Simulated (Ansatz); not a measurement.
Stepwise reaction of `N#[C][Sn]([F])([F])[Cl]` with hydrogen chloride, as a gas-phase model of exchange steps in deposition or etching. ΔE in kJ/mol; ΔG adds harmonic PBE0-D4 terms to CCSD(T)/CBS, at 1 bar.

Gas-phase electronic energies from Ansatz, PBE0-D4/def2-TZVP geometries. CBS: MP2 limit from def2 TZ/QZ plus the TZ coupled-cluster correction, frozen cores. This one scheme is used for every species. Functionals use def2-TZVPP. B3LYP here is the variant with VWN-RPA as its local correlation; programs differ in this. Elements past krypton have def2 core potentials. For Sn outer-core shells are correlated without core-valence functions, which leaves a few kJ/mol of doubt a bond.

| step | reaction | PBE-D4 | B3LYP-D4 | ωB97M-V | CCSD(T)/CBS | ΔG(600 K) |
| --- | --- | --- | --- | --- | --- | --- |
| 1 | `N#[C][Sn]([F])([F])[Cl]` + HCl → `N#[C][Sn]([F])([Cl])[Cl]` + H–F | -36.8 | -36.9 | -36.6 | -41.0 | -34.2 |

Q: Give the row of step 2, `N#[C][Sn]([F])([Cl])[Cl]` + HCl → `N#[C][Sn]([Cl])([Cl])[Cl]` + H–F. (An estimate is asked.)

A: The calculation gave: 
| step | reaction | PBE-D4 | B3LYP-D4 | ωB97M-V | CCSD(T)/CBS | ΔG(600 K) |
| --- | --- | --- | --- | --- | --- | --- |
| 2 | `N#[C][Sn]([F])([Cl])[Cl]` + HCl → `N#[C][Sn]([Cl])([Cl])[Cl]` + H–F | -35.0 | -35.1 | -34.9 | -39.8 | -27.4 |

Q: By hand: ΔE of the 2 steps together at CCSD(T)/CBS.

A: (-41.0) + (-39.8) = -80.8 kJ/mol, or -40.4 kJ/mol a step.

In ΔE the steps differ by no more than 1.2 kJ/mol. All are downhill at CCSD(T)/CBS. ΔG lies between -34.2 and -27.4 kJ/mol a step. PBE-D4 differs from CCSD(T)/CBS by 4.2 to 4.8 kJ/mol a step. Only this route is followed, and other bonds may react first. Isolated molecules leave out the surface, adducts and barriers. Largest T1 diagnostic: 0.014.
